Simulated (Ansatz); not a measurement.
`[CH3][AlH][C](=N)[SeH]` + `[AlH3]` → `[AlH2][SeH]` + `[CH3][AlH][CH]=N`  (formal exchange of groups at the Se–C bond)

Program: Ansatz. Geometries: PBE0-D4/def2-TZVP. ΔE: electronic, gas phase. CCSD(T)/CBS adds triple-zeta CCSD(T) − MP2 to the extrapolated MP2 energy (def2 sets, frozen cores). This one scheme is used for every species. For Se outer-core shells are correlated without core-valence functions, which leaves a few kJ/mol of doubt a bond. Scalar relativity is left out up to krypton. Each species was taken in one conformer, which may not be the lowest.

| species | HF/def2-TZVPP energy (Eh) |
| --- | --- |
| `[CH3][AlH][C](=N)[SeH]` | -2775.47205 |
| `[AlH3]` | -243.64172 |
| `[AlH2][SeH]` | -2643.54877 |
| `[CH3][AlH][CH]=N` | -375.62442 |

(1) Work out ΔE.

Largest T1 diagnostic among the species: 0.012.

Answers

(1) ΔE = (-2643.54877) + (-375.62442) − (-2775.47205) − (-243.64172) = -0.05942 Eh = -156.0 kJ/mol. CCSD(T)/CBS gives -136.1 kJ/mol.

The D4 term adds +8.4 kJ/mol with B3LYP and +4.5 kJ/mol with PBE0; it sums over pairs of atoms, weighted by their polarisabilities, and B3LYP, whose exchange is more repulsive, gets the larger term. From PBE to PBE0 (25 % exact exchange), in def2-TZVPP and without D4, ΔE moves by −11.6 kJ/mol.

B3LYP here is the variant with VWN-RPA as its local correlation; programs differ in this.
